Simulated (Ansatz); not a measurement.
A run on CH$_{6}$AlInOS, SMILES `C[S][AlH][O][InH2]` with other settings.

```yaml
crystal:
  periodic: [false, false, false]
  atoms:
    - {symbol: C, position_ang: [-0.177955, 0.749449, 2.153937]}
    - {symbol: S, position_ang: [-0.456341, -1.195280, 2.350938]}
    - {symbol: Al, position_ang: [-0.181295, -1.706472, 0.191707]}
    - {symbol: O, position_ang: [0.319397, -0.294212, -0.775493]}
    - {symbol: In, position_ang: [0.767282, 0.492597, -2.762247]}
    - {symbol: H, position_ang: [0.140625, 0.816887, 0.951597]}
    - {symbol: H, position_ang: [0.941588, 0.965038, 2.700878]}
    - {symbol: H, position_ang: [-1.161681, 1.170530, 2.306113]}
    - {symbol: H, position_ang: [-0.325959, -3.061124, -0.313068]}
    - {symbol: H, position_ang: [-0.803437, 0.842400, -3.595096]}
    - {symbol: H, position_ang: [2.192298, 0.841479, -3.041347]}
basis:
  gaussian: {orbitals: STO-3G, point_charges: [{charge: 0.50, position_ang: [4.793, 0.629, 0.355]}]}
total_charge: 1
magnetization: {spin_polarized: true, initial_magnetization: 1}
hamiltonian: {xc: {name: r2SCAN}, dispersion: rvv10}
```

```sh
$ ansatz run in.yaml --threads 4 --pin off --events-out ev --progress --plain --max-ram 10444MiB
```

Output, abridged:

```
Functional definition: r2SCAN+rVV10
783 factors; integrals over basis functions are off by at most 4.9e-5 eV
mean field evaluation 1: about -175033.4918 eV, gradient 4.7e1 eV
mean field evaluation 2: about -174833.1262 eV, gradient 1.1e2 eV
mean field evaluation 4: about -175053.4496 eV, gradient 1.9e1 eV
mean field evaluation 8: about -175058.4317 eV, gradient 1.1e1 eV
mean field evaluation 16: about -175059.1808 eV, gradient 7.6e-3 eV
mean field -175059.18078387 eV, -6433.3062344327 hartree, gradient 2.8e-5 eV, S^2 0.764941; 5 other end points of the search recorded, 0 dependent functions left out
reference -175059.18079293 eV, -6433.3062347656 hartree; 49, 48 occupied and 12, 13 virtual orbitals, 783 factors
Total energy: -175059.18079293 eV, -6433.3062347656 hartree
```

Hardware: 4 threads of an Intel Xeon on a shared host. Wall time 7.5 s, peak host memory 0.25 GiB.
